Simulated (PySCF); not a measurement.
Lowest singlet excitation (eV) of eight silicon and germanium compounds: TDDFT-PBE beside TDDFT-M06-2X, computed with PySCF for isolated molecules in the bases named; differences from unrounded values. The eight are the first of their class met in an unordered collection, after screening for sound electronic states; none was chosen by its value. Each molecule has one DFT geometry for both levels.

```
molecule                                                   basis  TDDFT-M06-2X  TDDFT-PBE  difference
-----------------------------------------------------  ---------  ------------  ---------  ----------
C₃H₄O₂Si, SMILES O=C1C=C[SiH2]O1                       def2-SVPD          4.66       3.82       -0.85
ClFH₃NOSi, SMILES N[Si@@](O)(F)Cl                      def2-SVPD          7.17       6.04       -1.13
Si(AsH2)(F)3 (AsF3H2Si), SMILES F[Si](F)(F)[AsH2]      def2-SVPD          6.77       6.51       -0.26
C2H6N2OSi, SMILES C[Si@@H](N)N=C=O                     def2-SVPD          6.88       6.02       -0.87
C₃H₇NSi₂, SMILES [SiH2]1C=C([SiH3])C=N1                def2-SVPD          3.57       3.04       -0.54
Si(F)(OH)2(SiH3) (FH5O2Si2), SMILES [SiH3][Si](O)(O)F  def2-SVPD          7.46       6.61       -0.85
CH₄F₂OSSi, SMILES CO[Si](F)(F)S                        def2-SVPD          6.34       6.06       -0.28
C2H4Cl2Si2, SMILES Cl[SiH](Cl)C#C[SiH3]                def2-SVPD          4.94       5.22        0.28
```

TDDFT-PBE lies below TDDFT-M06-2X in 7 and above it in 1 of the eight; the mean signed difference is -0.56 and the largest -1.13 eV.
